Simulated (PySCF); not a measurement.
SMILES [SiH2]([SiH](C)C)C (C₃H₁₂Si₂) (GFN2-xTB optimised geometry):

```
17

Si    -0.428    -1.535    -1.839
C     -2.330    -1.529    -1.818
Si     0.405    -0.387     0.000
C      2.310    -0.387     0.000
C     -0.172     1.432     0.000
H     -0.014    -0.964    -3.133
H      0.002    -2.943    -1.885
H     -2.721    -0.517    -1.867
H     -2.743    -2.080    -2.658
H     -2.713    -1.983    -0.908
H     -0.020    -0.962     1.295
H      2.705     0.066    -0.905
H      2.713     0.166     0.844
H      2.701    -1.398     0.055
H      0.140     1.946    -0.905
H     -1.255     1.501     0.056
H      0.233     1.983     0.844
```

Level of theory: PySCF with PBE0/def2-SVP.

What are the frontier orbital energies and the dipole moment?

HOMO-2 -8.81 eV, HOMO-1 -8.58 eV, HOMO -7.76 eV, LUMO 0.46 eV, LUMO+1 0.70 eV; dipole moment 0.62 D.

Meta-Löwdin charges at PBE0/def2-SVP: Si1 0.35, C2 -0.53, Si3 0.51, C4 -0.54, C5 -0.54, H6 -0.09, H7 -0.09, H8 0.11, H9 0.12, H10 0.11, H11 -0.10, H12 0.11, H13 0.11, H14 0.11, H15 0.11, H16 0.11, H17 0.12.
